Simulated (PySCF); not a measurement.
Working out the ionisation energy of Fe⁺

Fe⁺ [Ar] 3d6 4s1 (6D) → Fe²⁺ [Ar] 3d6 (5D). All numbers are calculated (PySCF 2.14, the spin-free X2C one-electron Hamiltonian (Gaussian nucleus), in x2c-TZVPPall). Frozen: [Ar]. Energies in hartree (1 hartree = 27.21139 eV):

```csv
part,Fe⁺ (lower),Fe²⁺ (upper)
UHF,-1271.101367,-1270.539004
CCSD correlation,-0.145474,-0.124606
(T),-0.002944,-0.001911
```

Task: What does Hartree-Fock give?

Result: (-1270.539004) − (-1271.101367) = 0.562363 hartree = 15.303 eV.

Task: What do CCSD and CCSD(T) give?

Result: The CCSD correlation energies differ by 0.020868 hartree = 0.568 eV and the triples by 0.001033 hartree = 0.028 eV, so CCSD gives 15.871 eV and CCSD(T) 15.899 eV.

A first-order spin-orbit estimate adds -0.001 eV to CCSD(T) (valence), giving 15.898 eV against 16.199 eV (measured; NIST Atomic Spectra Database, ionization energies).

What remains against the reference includes basis incompleteness, the frozen core and higher excitations.
